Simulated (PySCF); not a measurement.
BF2H5Si2.
Geometry (PBE0-D3(BJ)/def2-SVP, Å), atoms numbered from 1 in this order:
```xyz
10
BF2H5Si2 angstrom
F      2.6805   -1.0992    0.3339
B      1.9521   -0.0395    0.0408
F      2.4065    1.1246    0.4661
Si     0.1836   -0.1582   -0.9401
Si    -1.5303    0.1084    0.6446
H      0.0911    0.9576   -1.9324
H      0.0400   -1.4714   -1.6385
H     -2.8690    0.1149   -0.0191
H     -1.4804   -1.0075    1.6383
H     -1.3316    1.4028    1.3657
```

Theory: TDDFT CAM-B3LYP/def2-SVPD, vertical, gas phase, core orbitals frozen in the response in PySCF 2.14.0, density-fitted response routines.

Transition dipole moments from the ground state, in atomic units and in the frame of the coordinates above (overall signs are arbitrary), for the states with f of 0.002 or more among the lowest 7:

```csv
state,E (eV),μx,μy,μz
S1,6.294,0.914,-0.038,-0.368
S2,6.912,-0.384,0.089,-0.021
S3,7.400,0.262,0.206,-0.083
S4,7.676,-0.904,0.127,0.648
S5,7.737,0.000,-0.128,-0.210
S6,7.810,-0.281,-0.006,0.532
S7,8.131,-0.263,0.057,-0.081
```

(1) Work out the oscillator strengths.

(2) Which bond between heavy atoms lies closest to the direction of the S4 transition dipole?

(3) What angle do the transition dipoles of S3 and S4 make?

(4) What peak molar absorption coefficient would the strongest computed level give as a lone Gaussian band 0.5 eV wide at half height?

## Answers

(1) f = (2/3) ΔE |μ|² with ΔE in hartree (27.2114 eV).

```json
{"state": "S1", "|μ|² (au)": "0.973", "|μ| (D)": "2.51", "f": "0.150"}
{"state": "S2", "|μ|² (au)": "0.155", "|μ| (D)": "1.00", "f": "0.026"}
{"state": "S3", "|μ|² (au)": "0.118", "|μ| (D)": "0.87", "f": "0.021"}
{"state": "S4", "|μ|² (au)": "1.254", "|μ| (D)": "2.85", "f": "0.236"}
{"state": "S5", "|μ|² (au)": "0.061", "|μ| (D)": "0.63", "f": "0.011"}
{"state": "S6", "|μ|² (au)": "0.363", "|μ| (D)": "1.53", "f": "0.069"}
{"state": "S7", "|μ|² (au)": "0.079", "|μ| (D)": "0.71", "f": "0.016"}
```

(2) Si4–Si5, at 7° from it; next B2–Si4 and F1–B2 at 65°.

(3) |cos θ| = |μa·μb| / (|μa| |μb|) = 0.69, so θ ≈ 46° (taken between 0 and 90°, since the signs are arbitrary).

(4) ε(max) = 2.175×10⁸ f / FWHM, with the width in cm⁻¹. S4: 2.175×10⁸ × 0.2359 / 4033 ≈ 13000 L mol⁻¹ cm⁻¹.

The vertical ionisation energy (ΔSCF) is 10.55 eV, 2.42 eV above S7.

One conformer stands for the species.
